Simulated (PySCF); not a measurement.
A geometry optimisation, step by step.

Compound: RuO4 (singlet state).
Bonds: Ru1–O2, Ru1–O3, Ru1–O4, Ru1–O5.

Method: PBE0-D3(BJ)/def2-SVP geometry optimisation, gas phase, def2 core potentials past Kr in PySCF; density fitting, grid level 1; the optimiser is geomeTRIC in internal coordinates, started from a GFN2-xTB structure with every atom displaced at random (about 0.03 Å). The frame can shift and turn from step to step; on so coarse a grid that alone can change the energy by a few meV, and forces under 0.02 eV/Å are noise.

Step 0: E = -10750.5931 eV, largest atomic force 13.583 eV/Å
```
atom  x, y, z in Å  |  force x, y, z in eV/Å
Ru1     0.061   -0.077    0.013  -10.609   3.513   0.152
O2     -0.007   -0.031    1.597    0.372  -0.347   5.926
O3      1.448    0.003   -0.570   12.816  -0.191  -4.496
O4     -0.663    1.320   -0.527   -0.744   0.627  -0.212
O5     -0.764   -1.326   -0.576   -1.835  -3.601  -1.370
```

Step 1: E = -10751.9461 eV, largest atomic force 0.905 eV/Å
```
atom  x, y, z in Å  |  force x, y, z in eV/Å
Ru1     0.016   -0.018   -0.014   -0.565  -0.039   0.169
O2      0.013   -0.053    1.663    0.036   0.064  -0.766
O3      1.584   -0.047   -0.572   -0.179   0.053   0.088
O4     -0.746    1.380   -0.550    0.384  -0.773   0.273
O5     -0.791   -1.373   -0.589    0.325   0.695   0.236
```

Step 2: E = -10751.9653 eV, largest atomic force 0.379 eV/Å
```
atom  x, y, z in Å  |  force x, y, z in eV/Å
Ru1     0.013   -0.020   -0.014    0.239  -0.252   0.151
O2      0.019   -0.047    1.652   -0.007   0.013  -0.100
O3      1.583   -0.042   -0.570   -0.129   0.022   0.023
O4     -0.746    1.357   -0.544   -0.104   0.188  -0.078
O5     -0.794   -1.358   -0.587    0.002   0.028   0.003
```

Step 3: E = -10751.9662 eV, largest atomic force 0.058 eV/Å
```
atom  x, y, z in Å  |  force x, y, z in eV/Å
Ru1     0.014   -0.022   -0.012    0.047   0.027  -0.020
O2      0.023   -0.047    1.651    0.003  -0.001  -0.002
O3      1.581   -0.040   -0.573   -0.054   0.003   0.013
O4     -0.750    1.357   -0.544    0.007  -0.015   0.008
O5     -0.794   -1.359   -0.584   -0.004  -0.014   0.001
```

Step 4: E = -10751.9662 eV, largest atomic force under 0.02 eV/Å
```
atom  x, y, z in Å  |  force x, y, z in eV/Å
Ru1     0.014   -0.022   -0.012    0.005   0.010  -0.014
O2      0.026   -0.046    1.651    0.004   0.001   0.006
O3      1.579   -0.038   -0.577   -0.012   0.002   0.001
O4     -0.752    1.357   -0.542    0.002  -0.010   0.005
O5     -0.793   -1.360   -0.582    0.000  -0.003   0.002
```

Q: Summarise the path.

A: The energy falls by 1.3731 eV from step 0 to step 4; nine tenths of that is first reached at step 1. It falls at every step. The largest force goes from 13.583 to under 0.02 eV/Å. Among the bonds Ru1–O3 changes most, from 1.506 to 1.663 Å; the atoms move by 0.090 Å rms after alignment.

Q: Follow the three bonds and two angles with the largest change from start to end.

A: 
```json
{"step": "0", "E above end (eV)": "1.3731", "largest force (eV/Å)": "13.583", "Ru1–O3 (Å)": "1.506", "Ru1–O2 (Å)": "1.587", "Ru1–O5 (Å)": "1.609", "O3–Ru1–O4 (°)": "103.4", "O2–Ru1–O3 (°)": "115.1"}
{"step": "1", "E above end (eV)": "0.0202", "largest force (eV/Å)": "0.905", "Ru1–O3 (Å)": "1.665", "Ru1–O2 (Å)": "1.677", "Ru1–O5 (Å)": "1.678", "O3–Ru1–O4 (°)": "109.6", "O2–Ru1–O3 (°)": "109.7"}
{"step": "2", "E above end (eV)": "0.0009", "largest force (eV/Å)": "0.379", "Ru1–O3 (Å)": "1.666", "Ru1–O2 (Å)": "1.666", "Ru1–O5 (Å)": "1.664", "O3–Ru1–O4 (°)": "109.6", "O2–Ru1–O3 (°)": "109.3"}
{"step": "3", "E above end (eV)": "0.0001", "largest force (eV/Å)": "0.058", "Ru1–O3 (Å)": "1.664", "Ru1–O2 (Å)": "1.664", "Ru1–O5 (Å)": "1.663", "O3–Ru1–O4 (°)": "109.5", "O2–Ru1–O3 (°)": "109.4"}
{"step": "4", "E above end (eV)": "0.0000", "largest force (eV/Å)": "under 0.02", "Ru1–O3 (Å)": "1.663", "Ru1–O2 (Å)": "1.664", "Ru1–O5 (Å)": "1.664", "O3–Ru1–O4 (°)": "109.5", "O2–Ru1–O3 (°)": "109.4"}
```

The cost below is that of the whole optimisation. Hardware: Intel Xeon Platinum 8488C, one thread (shared host). Cost: 18 s, 0.35 GiB resident at most.
